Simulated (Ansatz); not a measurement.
Reactions of `[SiH3][SiH2]S`.

Computed with Ansatz on PBE0-D4/def2-TZVP structures; ΔE is electronic, products minus reactants. CCSD(T)/CBS is the MP2 limit (def2-TZVPP, def2-QZVPP) plus CCSD(T) − MP2 in def2-TZVPP, frozen cores. This one scheme is used for every species, atoms too. Open shells (•) are unrestricted, without spin–orbit coupling. Spin–orbit coupling would lower the free atoms: a little for S, Si. For Ge outer-core shells are correlated without core-valence functions, so the limit isn't a true one: a few kJ/mol of doubt a bond, and 10 to 20 or more in all where bonds break to atoms. Scalar relativity is left out up to krypton. One conformer a species, not always the lowest.

```json
{"reaction": "`[SiH3][SiH2]S` → 6 H• + S• + 2 Si•", "HF/CBS(def2) (kcal/mol)": "466.8", "CCSD(T)/CBS(def2) (kcal/mol)": "619.0"}
{"reaction": "`[SiH3][SiH2]S` → `[SiH3]S` + `[SiH2]`", "HF/CBS(def2) (kcal/mol)": "50.3", "CCSD(T)/CBS(def2) (kcal/mol)": "56.9"}
{"reaction": "`[SiH3][SiH2]S` + `[AlH3]` → `[AlH2][SiH2][SiH3]` + H₂S", "HF/CBS(def2) (kcal/mol)": "11.6", "CCSD(T)/CBS(def2) (kcal/mol)": "9.0"}
{"reaction": "`[SiH3][SiH2]S` → SiH₄ + `[SiH]S`", "HF/CBS(def2) (kcal/mol)": "34.8", "CCSD(T)/CBS(def2) (kcal/mol)": "38.7"}
{"reaction": "`[SiH3][SiH2]S` + `N[SiH](N)N` → `N[SiH](N)N[SiH3]` + `[SiH3]S`", "HF/CBS(def2) (kcal/mol)": "-16.5", "CCSD(T)/CBS(def2) (kcal/mol)": "-12.8"}
{"reaction": "`[SiH3][SiH2]S` + `O[SiH2]S` → `[SiH3][SiH2]O[SiH2]S` + H₂S", "HF/CBS(def2) (kcal/mol)": "-13.4", "CCSD(T)/CBS(def2) (kcal/mol)": "-10.1"}
{"reaction": "`[SiH3][SiH2]S` + `[SiH3][SiH2][SiH2][SiH2][GeH3]` → `[SiH3][SiH2][SiH2][SiH2][SiH2][SiH3]` + `[SH][GeH3]`", "HF/CBS(def2) (kcal/mol)": "5.5", "CCSD(T)/CBS(def2) (kcal/mol)": "4.9"}
```

Largest T1 diagnostic: 0.016, for `[SiH]S`.
